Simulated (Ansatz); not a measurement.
H₄Ge, charge -1, doublet, at the geometry of the source list (a state made from the parent by changing its charge; the spin is typed, not shown lowest) (a gas-phase anion, which may not be bound at this level), with bond 2-1 at 3.0 times its length; PBE0/STO-3G in Ansatz (an electronic-structure program).

Here is a job for Ansatz.
Ansatz 0.2 input:
```yaml
crystal:
  periodic: [false, false, false]
  atoms:
    - {symbol: Ge, position_ang: [0.00070000, -0.00520000, 0.00070000]}
    - {symbol: H, position_ang: [-1.80980000, -2.53510000, -3.17300000]}
    - {symbol: H, position_ang: [0.55780000, -0.85190000, 1.08020000]}
    - {symbol: H, position_ang: [-1.03980000, 0.88740000, 0.56100000]}
    - {symbol: H, position_ang: [1.08410000, 0.81820000, -0.58470000]}
basis:
  gaussian:
    orbitals: STO-3G
hamiltonian:
  xc: pbe0
total_charge: -1
magnetization: {spin_polarized: true, initial_magnetization: 1}
scf: {lower_state_search: standard}
```

The log (banner, timings and long lists left out):

```
Functional definition: PBE0
224 factors; integrals over basis functions are off by at most 2.6e-5 eV
mean field evaluation 1: about -55893.7271 eV, gradient 4.8e1 eV
mean field evaluation 2: about -55882.4147 eV, gradient 2.5e1 eV
mean field evaluation 4: about -55916.5514 eV, gradient 5.4e0 eV
mean field evaluation 8: about -55916.8004 eV, gradient 1.3e-1 eV
mean field evaluation 16: about -55916.9650 eV, gradient 1.7e0 eV
mean field -55917.00385946 eV, -2054.9119899286 hartree, gradient 1.0e-5 eV, S^2 0.750080; 0 other end points of the search recorded, 0 dependent functions left out
reference -55917.00387307 eV, -2054.9119904289 hartree; 19, 18 occupied and 3, 4 virtual orbitals, 224 factors
Total energy: -55917.00387307 eV, -2054.9119904289 hartree
```
